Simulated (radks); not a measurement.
Problem. Species: the indium ion In3+. Configuration: [Kr] 4d10. Method: Dirac Kohn-Sham, PBE, spin-unpolarised, spherical densities, point nucleus; computed with a radial shooting solver on a logarithmic mesh with Libxc functionals. Some entries of the table are withheld. Estimate them.

orbital  occ.  eigenvalue (eV)  <r^2> (bohr^2)
1s1/2       2              (1)        0.001194
2s1/2       2        -4181.459         0.01941
2p1/2       2        -3901.343         0.01445
2p3/2       4        -3690.455         0.01577
3s1/2       2        -817.5387          0.1389
3p1/2       2              (2)          0.1339
3p3/2       4              (3)          0.1426
3d3/2       4        -466.5824             (4)
3d5/2       6        -458.7789             (5)
4s1/2       2        -149.2019          0.8141
4p1/2       2        -112.2957          0.9267
4p3/2       4        -105.6430          0.9893
4d3/2       4         -48.4088             (6)
4d5/2       6         -47.5215             (7)

Solution. 
(1) 1s1/2 eigenvalue (eV): -27766.79
(2) 3p1/2 eigenvalue (eV): -704.5163
(3) 3p3/2 eigenvalue (eV): -666.4240
(4) 3d3/2 <r^2> (bohr^2): 0.1235
(5) 3d5/2 <r^2> (bohr^2): 0.1261
(6) 4d3/2 <r^2> (bohr^2): 1.545
(7) 4d5/2 <r^2> (bohr^2): 1.584
